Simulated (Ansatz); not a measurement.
Cl2H4O2Si2, SMILES `O[SiH](O)[SiH](Cl)Cl`, relaxed with RKS PBE0-D4/def2-TZVP in Ansatz 0.2.0 from a GFN2-xTB geometry. The force threshold is 0.005 eV/Å; the program also tests the step.

The species carries charge 0 and has multiplicity 1.

Start:

```xyz
10

O     1.850    0.623    0.189
Si    0.561    0.016   -0.602
O    -0.010    1.228   -1.505
Si   -1.196   -0.406    0.817
Cl   -2.768   -1.247   -0.139
Cl   -0.604   -1.744    2.246
H     2.331    0.124    0.840
H     1.031   -1.090   -1.446
H     0.572    1.801   -1.999
H    -1.767    0.695    1.599
```

Q: How much energy does the relaxation release, and in how many steps? (Estimate.)

A: Ansatz gave: 12.23 kJ/mol, in 12 steps, 1 of them rejected.

Q: Which bonds change most? (Estimate.)

A: The calculation gave: Si2–Si4 from 2.297 to 2.343 Å; Si4–Cl5 from 2.023 to 2.053 Å; Si2–H8 from 1.468 to 1.491 Å; Si4–Cl6 from 2.045 to 2.064 Å.

Q: Give the relaxed structure. (Best estimate.)

A: The calculation gave: 
```xyz
10

O     1.847    0.633    0.302
Si    0.544    0.126   -0.561
O     0.025    1.365   -1.490
Si   -1.246   -0.404    0.855
Cl   -2.733   -1.344   -0.201
Cl   -0.486   -1.719    2.252
H     2.381   -0.029    0.745
H     0.917   -1.073   -1.365
H     0.621    1.736   -2.143
H    -1.870    0.709    1.605
```
